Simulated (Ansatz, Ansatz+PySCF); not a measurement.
```xyz
3

O     0.0000    0.0000   -0.2573
H     0.0000    1.6215    1.0291
H     0.0000   -1.6215    1.0291
```

Basis set: 6-31G (spherical functions). Correlated methods keep 1 orbital frozen. Charge 0, multiplicity 1.

Computed with Ansatz (development build ahead of 0.2.0); each method stands on the lowest determinant of its kind that the runs found. Restricted open shells among the atoms or ions are ROHF, correlated in semicanonical orbitals with singles. Restricted functionals stand beside restricted open-shell atoms, which can lie above the unrestricted atoms usual in DFT and then raise those values.

Problem. Give the atomization energy at this shape (free ground-state atoms in the same class of orbitals less the molecule, no zero-point energy) of singlet H2O by PBE0 (unrestricted), PBE0 (restricted), RHF-CCSD(T), UHF-CCSD(T), UHF-MP2, RHF-MP2, RHF, UHF.

Solution.

```
             method  atomization energy
PBE0 (unrestricted)             0.73 eV
  PBE0 (restricted)            -1.12 eV
        RHF-CCSD(T)             1.11 eV
        UHF-CCSD(T)             0.53 eV
            UHF-MP2             0.17 eV
            RHF-MP2            -0.53 eV
                RHF            -6.54 eV
                UHF             0.06 eV
```

Caution for PBE0 (unrestricted), PBE0 (restricted): charge can spread falsely over distant fragments. Caution for PBE0 (unrestricted), UHF-CCSD(T), UHF-MP2, UHF: the unrestricted determinant is a mixture of spin states. Caution for PBE0 (restricted), RHF-CCSD(T), RHF-MP2, RHF: an unrestricted determinant lies well below. Caution for PBE0 (restricted), RHF: the molecule lies well above its atoms at this level. Caution for RHF-CCSD(T), RHF-MP2: large amplitudes, a single reference is doubtful. Caution for RHF-CCSD(T), UHF-CCSD(T): the program doubts this total. Caution for UHF-CCSD(T), UHF-MP2: a plain start can end on a higher determinant; bonds are stretched, where a single reference can fail.

This basis has no polarisation functions and is too small for such energies, which can lie far from measured ones in either direction.
